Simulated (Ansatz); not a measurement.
Start from `FC(F)C(F)(F)C(F)C(F)(F)F` and change one atom or group to get `FC(F)C(F)C(F)(F)C(F)F`.

Ansatz, PBE0-D4/def2-TZVP geometries, multiplicity 1. Each molecule was computed in one conformer, which needn't be the lowest.

```tsv
property	`FC(F)C(F)(F)C(F)C(F)(F)F`
HOMO energy (B3LYP/def2-TZVPP) / eV	-9.99
LUMO energy (PBE0/def2-TZVPP) / eV	0.50
LUMO energy (PBE/def2-TZVPP) / eV	-0.64
HOMO energy (PBE/def2-TZVPP) / eV	-8.34
size of the dipole moment (PBE/def2-TZVPP) / D	1.41
HOMO–LUMO gap (B3LYP/def2-TZVPP) / eV	10.18
```

Question: Give the same properties after the change, and the shifts. (An estimate is asked.)

Answer: Ansatz gave: 
```
                                      property  `FC(F)C(F)C(F)(F)C(F)F`  shift
           HOMO energy (B3LYP/def2-TZVPP) / eV                    -9.83   0.16
            LUMO energy (PBE0/def2-TZVPP) / eV                     0.51   0.01
             LUMO energy (PBE/def2-TZVPP) / eV                    -0.63   0.01
             HOMO energy (PBE/def2-TZVPP) / eV                    -8.20   0.14
size of the dipole moment (PBE/def2-TZVPP) / D                     1.47   0.06
         HOMO–LUMO gap (B3LYP/def2-TZVPP) / eV                    10.03  -0.15
```

Dipoles are sizes alone; their direction can turn.

Positive LUMOs are unbound, so they and the gaps depend on the basis.

B3LYP here is the variant with VWN-RPA as its local correlation; programs differ in this.
